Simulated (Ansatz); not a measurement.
Geometry optimisation, RKS LDA/def2-SVP in Ansatz 0.2.0.

Input file:

```yaml
crystal:
  periodic: [false, false, false]
  atoms:
    - { symbol: C, position_ang: [0.4777, -1.2816, 0.0819] }
    - { symbol: C, position_ang: [0.2082, 0.215, -0.323] }
    - { symbol: I, position_ang: [1.9076, 1.4105, -0.7186] }
    - { symbol: O, position_ang: [-0.693, 0.3694, -1.325] }
    - { symbol: Al, position_ang: [-1.3758, 1.114, 0.2511] }
    - { symbol: Cl, position_ang: [-1.9797, 2.8891, 1.4725] }
    - { symbol: H, position_ang: [-0.5066, -1.7865, 0.135] }
    - { symbol: H, position_ang: [0.9708, -1.2625, 1.0517] }
    - { symbol: H, position_ang: [1.0794, -1.7138, -0.6428] }
basis:
  gaussian: { orbitals: def2-SVP }
hamiltonian:
  xc: lda
relax:
  f_tol: 0.015
  max_steps: 40
```

Command:

```bash
$ ansatz run input.yaml --threads 2 --pin off --max-ram 3072MiB --backend cpu --events-out ev --progress --plain --runs-dir out
```

Q: Where does it end, and by what steps?

A: The run converged. After 27 steps the energy has fallen by 3.122 eV; I3 moved furthest, 1.90 Å. Parted: C2–I3 (2.12 → 3.78 Å). Joined: I3–Al5 (3.44 → 2.45 Å).

| step | energy less start (eV) | largest force component (eV/Å) | accepted |
| --- | --- | --- | --- |
| 0 | 0.0000 | 3.281 | yes |
| 1 | -0.7348 | 1.456 | yes |
| 2 | -1.0538 | 0.852 | yes |
| 3 | -1.1379 | 0.663 | yes |
| 4 | -1.0832 | 1.072 | no |
| 5 | -1.1839 | 0.230 | yes |
| 6 | -1.1898 | 0.108 | yes |
| 7 | -1.2117 | 0.390 | yes |
| 8 | -1.3094 | 0.707 | yes |
| 9 | -1.5938 | 1.418 | yes |
| 10 | -2.0569 | 1.581 | yes |
| 11 | -2.4697 | 1.286 | yes |
| 12 | -2.7194 | 1.334 | yes |
| 13 | -2.8653 | 0.627 | yes |
| 14 | -2.9585 | 0.284 | yes |
| 15 | -3.0196 | 0.392 | yes |
| 16 | -3.0738 | 0.293 | yes |
| 17 | -3.0970 | 0.533 | yes |
| 18 | -3.1090 | 0.347 | yes |
| 19 | -3.1158 | 0.138 | yes |
| 20 | -3.1178 | 0.042 | yes |
| 21 | -3.1190 | 0.140 | yes |
| 22 | -3.1042 | 0.696 | no |
| 23 | -3.1202 | 0.057 | yes |
| 24 | -3.1211 | 0.051 | yes |
| 25 | -3.1214 | 0.054 | yes |
| 26 | -3.1216 | 0.028 | yes |
| 27 | -3.1216 | 0.007 | yes |

```xyz
9
Properties=species:S:1:pos:R:3
C 0.232 -1.614 0.042
C -0.021 -0.182 -0.076
I 1.684 3.193 -0.114
O -0.389 0.336 -1.175
Al -0.245 1.708 0.171
Cl -2.095 2.453 0.798
H -0.417 -2.029 0.845
H 1.272 -1.763 0.409
H 0.068 -2.149 -0.919
```

Run time: 48 s on 2 threads of AMD EPYC 7B13 (Zen 3), on a shared host, peak memory 0.2 GiB.
